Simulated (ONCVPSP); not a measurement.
Gd, ONCV: configuration errors across variants

ONCVPSP 4.0.1 input, shortened (lines: element, Z, core and valence counts, functional; n l f; lmax; l rc ep ncon nbas qcut; lloc lpopt rc5 dvloc0; l nproj debl; icmod fcfact rcfact), PBEsol, fully relativistic:

```
  Gd 64.00    9    5  -116133      upf
    1    0    2.00
    2    0    2.00
    2    1    6.00
    3    0    2.00
    3    1    6.00
    3    2   10.00
    4    0    2.00
    4    1    6.00
    4    2   10.00
    4    3    7.00
    5    0    2.00
    5    1    6.00
    5    2    1.50
    6    0    1.50
    3
    0    2.60    0.00    4    9    6.10
    1    2.15    0.00    3    7    5.90
    2    3.65    0.00    4    9    3.80
    3    1.45    0.00    4    9   10.70
    4    5    1.25    2.00
    0    2    3.70
    1    2    1.50
    2    2    2.80
    3    3    1.90
    3    3.50    1.35
```

Open shells are filled in proportion to 2j + 1.

All-electron excitation energies from the reference (eV): (1) 4f7 5s2 5p6 5d1 6s2 -0.845; (2) 4f7 5s2 5p6 5d1 6s1 5.830; (3) 4f7 5s2 5p6 5d1 6s0 17.876; (4) 4f7 5s2 5p6 5d1 6s0 6p2 5.051.

1 further variants failed, have other tests or too few solved ones, and are left out.

A true bound ghost makes a file unfit for plane-wave use even where its test errors are small: the radial tests pick states by their node count and pass the ghost by.

Errors AE − PS in meV (a dash: test not solved or not reliable):

```tsv
change	(1)	(2)	(3)	(4)	bound ghosts	GHOST(+) flags above zero
base	+4.6	+3.2	-5.4	+5.1	none	s
all radii but the core radius scaled by about 0.78 (s 2.04, p 1.68, d 2.86, f 1.14 bohr); local potential polynomial inside 0.98 bohr (lpopt 5, dvloc0 2 Ha)	+0.8	+0.7	-0.1	+1.0	s	p3/2, d5/2, f7/2, p1/2, d3/2, f5/2
all radii but the core radius scaled by about 0.84 (s 2.18, p 1.80, d 3.06, f 1.22 bohr); local potential polynomial inside 1.04 bohr (lpopt 5, dvloc0 2 Ha)	+1.4	+1.0	-1.0	+1.7	s	p3/2, d5/2, f7/2, p1/2, d3/2, f5/2
all radii but the core radius scaled by about 0.91 (s 2.36, p 1.96, d 3.32, f 1.32 bohr); local potential polynomial inside 1.14 bohr (lpopt 5, dvloc0 2 Ha)	+2.8	+1.7	-5.4	+3.0	s	p3/2, d5/2, d3/2
all radii but the core radius scaled by about 0.95 (s 2.48, p 2.04, d 3.48, f 1.38 bohr); local potential polynomial inside 1.18 bohr (lpopt 5, dvloc0 2 Ha)	+3.6	+2.4	-4.2	+3.9	none	s, d5/2, p1/2, d3/2
all radii but the core radius scaled by about 1.03 (s 2.68, p 2.22, d 3.76, f 1.50 bohr); local potential polynomial inside 1.28 bohr (lpopt 5, dvloc0 2 Ha)	+5.3	+3.9	-5.9	+6.1	none	s, d3/2
all radii but the core radius scaled by about 1.13 (s 2.94, p 2.44, d 4.14, f 1.64 bohr); local potential polynomial inside 1.42 bohr (lpopt 5, dvloc0 2 Ha)	+8.0	+8.4	-3.2	+11	none	s
all radii but the core radius scaled by about 1.20 (s 3.12, p 2.58, d 4.38, f 1.74 bohr); local potential polynomial inside 1.50 bohr (lpopt 5, dvloc0 2 Ha)	+8.2	-27	-164	-18	none	d5/2, d3/2
all radii but the core radius scaled by about 1.24 (s 3.24, p 2.68, d 4.54, f 1.80 bohr); local potential polynomial inside 1.56 bohr (lpopt 5, dvloc0 2 Ha)	+9.7	-26	-167	-15	none	d5/2, d3/2
```

Q: Give the same row for: all radii but the core radius scaled by about 1.08 (s 2.82, p 2.32, d 3.94, f 1.56 bohr); local potential polynomial inside 1.36 bohr (lpopt 5, dvloc0 2 Ha).

A: +6.6, +5.7, -5.6, +8.2; bound ghosts: none; GHOST(+) flags above zero: s.
